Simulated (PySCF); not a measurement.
# Electric field gradients and quadrupole coupling constants

Compound: C7H13FO2.
SMILES with atom numbers: `[CH3:1][CH2:2][O:3]/[C:4]([O:5][CH3:6])=[C:7](\[CH3:8])[CH2:9][F:10]` (hydrogens: H11, H12, H13 on C1; H14, H15 on C2; H16, H17, H18 on C6; H19, H20, H21 on C8; H22, H23 on C9)

Geometry (PBE0-D3(BJ)/def2-SVP, Å), atoms numbered from 1 in this order:
```xyz
23
C7H13FO2 angstrom
C      3.146   -0.012   -0.708
C      1.969    0.254    0.194
O      0.791   -0.187   -0.472
C     -0.363   -0.064    0.219
O     -0.390   -0.696    1.418
C     -0.160   -2.090    1.367
C     -1.407    0.642   -0.247
C     -1.342    1.433   -1.513
C     -2.705    0.644    0.489
F     -3.728    0.205   -0.333
H      4.076    0.338   -0.237
H      3.025    0.508   -1.670
H      3.243   -1.089   -0.913
H      1.873    1.332    0.419
H      2.078   -0.271    1.158
H     -0.183   -2.456    2.401
H      0.819   -2.327    0.919
H     -0.946   -2.596    0.782
H     -1.536    2.503   -1.321
H     -2.119    1.090   -2.214
H     -0.363    1.335   -1.999
H     -2.658   -0.002    1.377
H     -2.965    1.670    0.810
```

Field gradients from the PBE0/pcSseg-1 density (PySCF, non-relativistic), principal values in atomic units, ordered |Vxx| ≤ |Vyy| ≤ |Vzz|:

```
atom      Vxx      Vyy     Vzz
  O3  -0.0994  -1.8098  1.9092
  O5  -0.1166  -1.8326  1.9492
```

Task: Find the asymmetry η = (Vxx − Vyy)/Vzz and the couplings χ = eQV/h (234.96 MHz × Q in barn × V in au), with Q(17O) = −0.0256 b.

Result: 
```csv
atom,environment,nucleus,η,χzz (MHz),χxx (MHz),χyy (MHz)
O3,ether oxygen,17O,0.90,-11.48,0.60,10.89
O5,ether oxygen,17O,0.88,-11.72,0.70,11.02
```

The tensor is traceless: Vxx + Vyy + Vzz = 0.

Task: What is Vzz at O5 in SI units (1 au = 9.71736 × 10²¹ V/m²)?

Result: 1.9492 au = 18.941 × 10²¹ V/m².

Task: And the gradient at the other heavy atoms, for which no coupling is worked out here?

Result: 
```tsv
atom	environment	Vzz (au)	η
C1	methyl carbon	0.055	0.41
C2	sp3 carbon bound to oxygen	0.435	0.07
C4	vinylic carbon bearing oxygen	0.291	0.70
C6	methoxy carbon	0.431	0.04
C7	fully substituted alkene carbon	0.114	0.45
C8	allylic carbon	0.080	0.64
C9	sp3 C–F carbon	0.535	0.17
F10	alkyl fluorine	3.072	0.05
```

Task: What couplings would deuterons (Q(2H) = 0.00286 b) have in place of the hydrogens, at this geometry?

Result: 
```csv
atom,bonded to,bond length (Å),Vzz (au),η,χzz (kHz)
H11,C1,1.100,0.2928,0.03,197
H12,C1,1.100,0.2914,0.03,196
H13,C1,1.100,0.2914,0.03,196
H14,C2,1.105,0.2714,0.08,182
H15,C2,1.104,0.2738,0.08,184
H16,C6,1.097,0.2891,0.08,194
H17,C6,1.102,0.2794,0.09,188
H18,C6,1.103,0.2761,0.09,186
H19,C8,1.104,0.2872,0.03,193
H20,C8,1.101,0.2888,0.02,194
H21,C8,1.097,0.2955,0.02,199
H22,C9,1.099,0.2774,0.06,186
H23,C9,1.106,0.2712,0.07,182
```

Isolated species at its PBE0-D3(BJ)/def2-SVP geometry (one conformer only). A larger basis could move these couplings by a tenth or more.

These values come from a run that also computed NMR shieldings. Time: 42 s wall; peak memory 1.2 GiB. Hardware: one thread of an Arm Neoverse V2, shared host.
